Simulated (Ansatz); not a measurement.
`[F][GaH][SiH3]` + `O[SiH3]` → `[F][GaH][O][SiH3]` + SiH₄ at 298.15 K and 1 bar (cleavage of the Ga–Si bond).

Isolated molecules relaxed with PBE0-D4/def2-TZVP in Ansatz; ΔE leaves out vibrations. CCSD(T)/CBS is the MP2 limit (def2-TZVPP, def2-QZVPP) plus CCSD(T) − MP2 in def2-TZVPP, frozen cores. This one scheme is used for every species. For Ga outer-core shells are correlated without core-valence functions, which leaves a few kJ/mol of doubt a bond. Scalar relativity is left out up to krypton. One conformer a species, not always the lowest.

| species | CCSD(T)/CBS energy (Eh) | H − E (kJ/mol) | S (J/(mol·K)) |
| --- | --- | --- | --- |
| `[F][GaH][SiH3]` | -2315.24439 | 105.1 | 336.4 |
| `O[SiH3]` | -366.69042 | 113.6 | 257.8 |
| `[F][GaH][O][SiH3]` | -2390.49581 | 121.2 | 359.9 |
| SiH₄ | -291.46306 | 92.1 | 204.8 |

H − E and S are ideal-gas, rigid-rotor, harmonic terms from PBE0-D4/def2-TZVP, for one conformer and one mirror image of each species. 1 Eh = 2625.50 kJ/mol, R = 8.31446 J/(mol·K).

**Question.** By hand: ΔE, ΔH, ΔS and ΔG.

**Answer.** ΔE = (-2390.49581) + (-291.46306) − (-2315.24439) − (-366.69042) = -0.02406 Eh = -63.2 kJ/mol. Δ(H − E) = 121.2 + 92.1 − 105.1 − 113.6 = -5.4, so ΔH = -68.6 kJ/mol. ΔS = 359.9 + 204.8 − 336.4 − 257.8 = -29.5 J/(mol·K). ΔG = -68.6 − 298.15 × (-29.5)/1000 = -59.8 kJ/mol.

**Question.** By hand: the equilibrium constant, and the temperature at which ΔG would vanish if ΔH and ΔS stayed fixed.

**Answer.** log₁₀ K = −ΔG/(RT ln 10) = 10.5. ΔG = 0 at ΔH/ΔS = 2325 K.

ΔH outweighs TΔS. A doubt of 5 kJ/mol in ΔE shifts log₁₀ K by 0.9 here. Other conformers and mirror images would add mixing entropy, several J/(mol·K) or more a flexible species. Modes under 60 cm⁻¹, often nearly free rotors, make the harmonic entropy too high. These are equilibria of isolated gas molecules and say nothing of rates. Largest T1 diagnostic: 0.014 (customary marks: 0.02 for closed shells, 0.045 for open ones).
